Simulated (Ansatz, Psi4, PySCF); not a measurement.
Cl₂Sr, charge +1, doublet, at a GFN2-xTB geometry (such geometries of metal compounds can be far from the true shape) (a state made from the parent by changing its charge; the spin is typed, not shown lowest) (core potentials on Sr). Base run: WB97M-V/def2-TZVP in PySCF.

PySCF was given this input:
```python
from pyscf import gto, scf, dft

mol = gto.Mole()
mol.atom = '''
    Sr    0.425384   -0.919032    0.192484
    Cl    0.492964    1.274487   -1.174331
    Cl   -1.443822    0.779820    0.744072
'''
mol.basis = 'def2-tzvp'
mol.ecp = {'Sr': 'def2-tzvp'}
mol.charge = 1
mol.spin = 1
mol.verbose = 3
mol.build()

mf = dft.UKS(mol)
mf.xc = 'wb97m_v'
mf.kernel()
```

The same geometry, method and basis name were run in Ansatz (an electronic-structure program) and Psi4 and PySCF, at each program's defaults and at the settings that a row names. The base is PySCF at its defaults. Differences at the defaults can come from grids, fitting, cores and function types together.

```csv
code and settings,ΔE vs base (mEh),basis functions,E (Eh),SCF cycles
"PySCF, defaults (exact integrals, its default grid, spherical functions)",0.000,107,-950.86529,12
"Psi4, defaults (density fitting with its default set, its default grid, spherical functions)",-0.093,107,-950.86538,10
"Ansatz, defaults (factorised integrals, its default grid, spherical functions)",0.014,107,-950.86527,-
"PySCF, density fitting with def2-universal-jkfit",-0.031,107,-950.86532,12
"PySCF, fine grid",-0.006,107,-950.86530,12
"Psi4, exact integrals, spherical functions, fine grid",-0.039,107,-950.86533,13
"Ansatz, high accuracy",0.002,107,-950.86529,-
```

Open shells are given as the SCF converged; they aren't shown to be the lowest states, and a large step between rows can be another state.
